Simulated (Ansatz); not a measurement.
Molecule: sum formula ZnO₂H₂, charge -1, multiplicity 2. The spin state was set by rule; other spins were not relaxed. 
Coordinates optimised at B3LYP-D3(BJ)/def2-TZVP (Ansatz, a quantum-chemistry and plane-wave program):
```xyz
5

Zn     0.0026     0.3095     0.0688
O      1.2580    -0.3589    -1.2222
H      1.7676     0.4070    -1.5077
O     -1.2680    -0.8225     0.9596
H     -1.7662    -0.2416     1.5445
```
Charge -1, spin multiplicity 2.

Parts of the frozen-core correlation energy in def2-SVP (Ansatz, hartree). Frozen orbitals: 11; correlated occupied orbitals by spin: 14 and 13; virtual: 44 and 45. Open shells are spin-unrestricted. No spin-orbit coupling. No relativistic terms.

```csv
term,value
reference (HF),-1928.30992
MP2 opposite-spin,?
MP2 same-spin,?
CCSD correlation,-0.67661
(T),?
T1 diagnostic,0.016
largest doubles amplitude,0.031
<S^2> of the reference,0.755
```

Problem. Some entries are withheld; supply them.

Solution. 
- MP2 opposite-spin, value: -0.47148
- MP2 same-spin, value: -0.21518
- (T), value: -0.01508
